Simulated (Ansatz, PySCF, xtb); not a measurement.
Reaction R1 + R2 → P1 + P2, each structure at its B3LYP-D3(BJ)/def2-TZVP stationary point, reached from a drawn start (curvature not checked).
P1, H2 (SMILES [H][H]) (charge 0, multiplicity 1):
```xyz
2

H      0.0000     0.0000     0.3720
H      0.0000     0.0000    -0.3720
```
R1, H2O (SMILES O) (charge 0, multiplicity 1):
```xyz
3

O      0.0000     0.0000     0.3896
H      0.0000     0.7650    -0.1949
H      0.0000    -0.7650    -0.1949
```
P2, BHO2 (SMILES O=BO) (charge 0, multiplicity 1):
```xyz
4

B     -0.2123    -0.0637     0.4614
O     -0.3210    -0.0963     1.6678
O     -0.1511    -0.0453    -0.8611
H      0.6842     0.2053    -1.2682
```
R2: BHO (SMILES B=O), charge 0, multiplicity 1.

P less R. No zero-point or thermal terms.

Correlated levels freeze the cores. CBS: X⁻³ extrapolation of the correlation energy, Hartree–Fock from the larger set.

The values were computed with Ansatz (an electronic-structure program) with Gaussian orbitals; PySCF for the D3/D4 terms; xtb for the GFN methods. Each number belongs to the level named beside it.

| level | reaction energy (kcal/mol) |
|---|---|
| GFN1-xTB | -22.13 |
| HF/cc-pVDZ | -13.49 |
| HF/cc-pVTZ | -15.32 |
| BLYP-D4/def2-TZVPP | -16.15 |
| r2SCAN/def2-TZVPP | -16.82 |
| BHLYP/def2-TZVPP | -15.19 |
| B2PLYP/def2-TZVPP | -14.71 |
| B2PLYP-D4/def2-TZVPP | ___ |
| CCSD(T)/CBS(cc-pVTZ, cc-pVQZ) | ___ |

Task: Some entries are withheld; supply them.

Result: 
- B2PLYP-D4/def2-TZVPP, reaction energy (kcal/mol): -14.96
- CCSD(T)/CBS(cc-pVTZ, cc-pVQZ), reaction energy (kcal/mol): -13.75
